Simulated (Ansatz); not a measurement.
`C=[CH][Al]([Cl])[Cl]` + `COCO` → `C=COCOC` + `[Cl][AlH][Cl]`  (substitution at a C–Al bond)

Isolated molecules relaxed with PBE0-D4/def2-TZVP in Ansatz; ΔE leaves out vibrations. CCSD(T)/CBS adds triple-zeta CCSD(T) − MP2 to the extrapolated MP2 energy (def2 sets, frozen cores). This one scheme is used for every species. One conformer a species, not always the lowest.

`C=[CH][Al]([Cl])[Cl]`:

Cartesian coordinates in Å:
```
C 1.259 0.597 0.411
C 0.476 0.103 -0.551
Al -1.279 -0.560 -0.150
Cl -2.538 -1.339 -1.619
Cl -1.979 -0.512 1.818
H 2.258 0.979 0.210
H 0.937 0.642 1.448
H 0.866 0.090 -1.567
```

`COCO`:

Cartesian coordinates in Å:
```
C -1.190 -0.414 -0.459
O 0.162 -0.247 -0.819
C 1.003 -0.049 0.271
O 0.795 1.172 0.920
H -1.750 -0.576 -1.379
H -1.317 -1.286 0.195
H -1.583 0.469 0.053
H 2.019 -0.128 -0.127
H 0.840 -0.816 1.038
H 1.022 1.877 0.306
```

`C=COCOC`:

```xyz
14

C     0.529    1.194   -2.255
C     0.249    0.150   -1.491
O    -0.757    0.164   -0.581
C    -0.817   -0.963    0.257
O     0.237   -1.040    1.147
C     0.245   -0.001    2.102
H    -0.025    2.121   -2.174
H     1.325    1.124   -2.982
H     0.808   -0.781   -1.550
H    -1.779   -0.874    0.775
H    -0.783   -1.883   -0.335
H     0.393    0.975    1.632
H     1.071   -0.202    2.784
H    -0.694    0.016    2.670
```

`[Cl][AlH][Cl]`:

Cartesian coordinates in Å:
```
Cl -0.969 -0.395 1.718
Al 0.118 -0.077 -0.029
Cl -0.550 1.386 -1.351
H 1.401 -0.914 -0.339
```

```csv
species,MP2/def2-QZVPP energy (Eh)
`C=[CH][Al]([Cl])[Cl]`,-1239.46761
`COCO`,-229.93435
`C=COCOC`,-307.16642
`[Cl][AlH][Cl]`,-1162.20812
```

(1) Work out ΔE.

Largest T1 diagnostic among the species: 0.012.

## Answers

(1) ΔE = (-307.16642) + (-1162.20812) − (-1239.46761) − (-229.93435) = 0.02742 Eh = +72.0 kJ/mol. CCSD(T)/CBS gives +69.0 kJ/mol.

From PBE to PBE0 (25 % exact exchange), in def2-TZVPP and without D4, ΔE moves by +3.6 kJ/mol. In def2-TZVPP, CCSD(T) changes the Hartree–Fock value by +5.2 kJ/mol (the triples alone add −0.4 kJ/mol) and MP2 by +9.4 kJ/mol.
